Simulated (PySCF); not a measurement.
Species: C₅H₉Cl₃SSi.
Bonds: C1–C2, C2–Si3, Si3–C4, C4–Cl5, C4–Cl6, C4–Cl7, Si3–C8, C8–S9, S9–C10, Si3–C10. Hydrogens: H11, H12, H13 on C1; H14, H15 on C2; H16, H17 on C8; H18, H19 on C10.

Definitions: NICS(0) = −σiso at the ring centroid; NICS(1) = −σiso and NICS(1)zz = −σzz at ±1 Å along the ring normal z. Level: GIAO PBE0/pcSseg-1 (PySCF, non-relativistic, gas phase) on the GFN2-xTB geometry, one conformer.

Ring bond lengths (Å), with Mayer bond orders in brackets: Si3–C8 1.910 (0.87), C8–S9 1.844 (1.01), S9–C10 1.841 (1.01), C10–Si3 1.910 (0.87).

Problem. What do the NICS probes read (ppm)?

Solution. 
| ring | type | NICS(0) | NICS(1), two faces | NICS(1)zz, two faces | rms pucker (Å) | centre to ring atoms, mean (Å) |
| --- | --- | --- | --- | --- | --- | --- |
| Si3–C8–S9–C10 | 4-membered ring with S and Si; formal bonds all single | -3.7 | -0.2 / -1.1 | 5.1 / 4.6 | 0.07 | 1.32 |

Problem. What do they say, and how far can they be read as aromaticity?

Solution. 
- Si3–C8–S9–C10: mean NICS(1)zz 4.8 ppm, deshielded. Si3, C8, C10 have four or more neighbours, and the NICS criterion for π rings isn't applied.

Problem. What field does 9.4 T along the ring normal induce along that normal at the second NICS(1) probe listed for ring Si3–C8–S9–C10, 1 Å off the ring?

Solution. NICSzz × B0 = 4.6 ppm × 9.4 T = 43 μT, along the applied field.

Problem. List the ring angles and the Hirshfeld charges of the ring atoms.

Solution. 
- Si3–C8–S9–C10: Si3 85.4° (+0.368 e), C8 91.9° (-0.176 e), S9 89.3° (-0.019 e), C10 92.0° (-0.177 e); sum 358.6° against 360° for a flat convex ring.

Problem. What are the shieldings of the ring atoms and their hydrogens in the same run (means over atoms taken as equivalent)?

Solution. 
| atoms | environment | σ isotropic (ppm) | principal values of the symmetric part, first atom (ppm) |
| --- | --- | --- | --- |
| Si3 | four-coordinate silicon | 324.5 | 284.6, 324.6, 364.4 |
| C8 (×2) | sp3 carbon bound to sulfur | 162.3 | 129.6, 165.0, 193.7 |
| S9 | sulfide sulfur | 563.2 | 378.1, 458.4, 853.0 |
| H16 (×2) | methylene hydrogen | 29.26 | 24.7, 27.4, 35.4 |
| H17 (×2) | methylene hydrogen | 28.53 | 25.3, 26.9, 33.5 |

Shape of the structure used: `[CH3:1][CH2:2][Si:3]1([C:4]([Cl:5])([Cl:6])[Cl:7])[CH2:8][S:9][CH2:10]1`: C1–C2–Si3–C4 -61°, C2–Si3–C4–Cl5 72°.
